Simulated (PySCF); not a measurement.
Level of theory: PBE0-D3(BJ)/def2-TZVP (PySCF). Gas-phase values, no solvent. One relaxed conformer stands for a flexible species; it need not be the lowest. 

Reference species (SMILES): `C1C[SiH2]C1` (neutral, multiplicity 1).

```yaml
HOMO–LUMO gap: 8.27 eV
```

Changed species: `[SiH](CC)=C` (C–Si–C–C torsion 1°).

Give the shifts of the HOMO–LUMO gap.

the HOMO–LUMO gap falls by 2.68 eV, to 5.59 eV.
